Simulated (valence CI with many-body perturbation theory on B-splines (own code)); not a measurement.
**Tl40+ in brief**

Calculated by relativistic CI+MBPT: five valence electrons over a frozen Dirac-Fock core [Kr], a basis of 7 s, 7 p, 8 d, 6 f, 4 g, 1 h functions for each j, with the one-electron correlation potential Σ1, the two-electron term Σ2, the three-electron term Σ3, Breit, model QED; selected CI, second order for the rest, scaled by the run's own slope (own B-spline code, finite nucleus).

The last digits are not significant, and no measured levels were compared; by estimate large intervals hold to a few tenths of a per cent, small ones and those within an open d or f shell to about a per cent. The list stops below the first excitations out of the core.

Levels are named by their leading jj configuration (3d3/2^4 stands for four electrons in 3d with j = 3/2), which in mixed levels can hold well under half, so a name can repeat and another be missing.

Rates and lifetimes use the calculated energies. Strong lines usually hold to 10 to 20 %, long lifetimes can be off by a factor of two.

(1) What is the ground level?

(2) What is the ionisation energy?

(3) How well does LS coupling describe the low levels?

## Answers

(1) (4d3/2^4 4d5/2) J=5/2, composition 25 % 4d⁵ ⁴P + 24 % 4d⁵ ²D + 17 % 4d⁵ ²F, g = 1.295.

(2) 1922.3 eV; NIST lists 1920 ± 4 eV (theoretical).

(3) Among the lowest 20 levels the leading LS term, summed over configurations, holds 48 % on average. For single configurations the figures are 48 % in LS and 97 % in jj coupling. Terms mix most in the J = 5/2 level at 0 cm⁻¹, where the leading one holds 26 %.
